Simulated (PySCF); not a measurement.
## Shifts of the heteroatoms

Atom-mapped SMILES (the numbers label the heavy atoms): `[CH2:1]=[CH:2][P@:3]1(=[O:4])[CH:5]=[CH:6][C@H:7]([SiH3:8])[CH:9]=[CH:10]1`; H(Xn) means a hydrogen on atom n. Ha(C1) is cis to P3; Hb(C1) is trans to P3.

PySCF 2.14.0 with density-fitted response routines calculation with NMR shieldings at PBE0/pcSseg-1/GIAO and structure optimised with GFN2-xTB; in vacuum, non-relativistic, single conformer, fast rotation and ring inversion assumed for equivalent nuclei.

Question: Predict the $^{31}$P NMR data.

Answer: 
```csv
atoms,environment,σ (ppm),δ (ppm)
P3,"phosphorus bonded to 3 C, O, in a 6-membered ring",348.3,-18.5
```

Shieldings were converted by a linear fit to measured shifts: $^{31}$P (scatter 18.1 ppm rms vs H3PO4, solution or neat liquid). Occasional misses reach two or three times the rms, and more in compound classes unlike the fitted ones.

On a 600 MHz spectrometer $^{31}$P resonates near 242.9 MHz, so 1 ppm is 242.9 Hz.

Question: Predict the $^{29}$Si NMR data.

Answer: 
| atoms | environment | σ (ppm) | δ (ppm) |
| --- | --- | --- | --- |
| Si8 | silicon bonded to C, 3 H | 411.7 | -58.4 |

Shieldings were converted by a linear fit to measured shifts: $^{29}$Si: δ = 279.94 − 0.822σ (rms 8.9 ppm, 72 shifts, 25.8 ppm with the 6 outliers that the fit left out vs TMS, solution or neat liquid). Occasional misses reach two or three times the rms, and more in compound classes unlike the fitted ones.

On a 600 MHz spectrometer $^{29}$Si resonates near 119.2 MHz, so 1 ppm is 119.2 Hz.

Question: Predict the $^{17}$O NMR data.

Answer: 
```json
{"atoms": "O4", "environment": "P=O oxygen", "σ (ppm)": "238.5", "δ (ppm)": "49.5"}
```

Shieldings were converted by a linear fit to measured shifts: $^{17}$O: δ = 266.70 − 0.911σ (rms 10.7 ppm, 155 shifts, 12.2 ppm with the 3 outliers that the fit left out vs liquid water, solution or neat liquid). Occasional misses reach two or three times the rms, and more in compound classes unlike the fitted ones.

On a 600 MHz spectrometer $^{17}$O resonates near 81.3 MHz, so 1 ppm is 81.3 Hz.
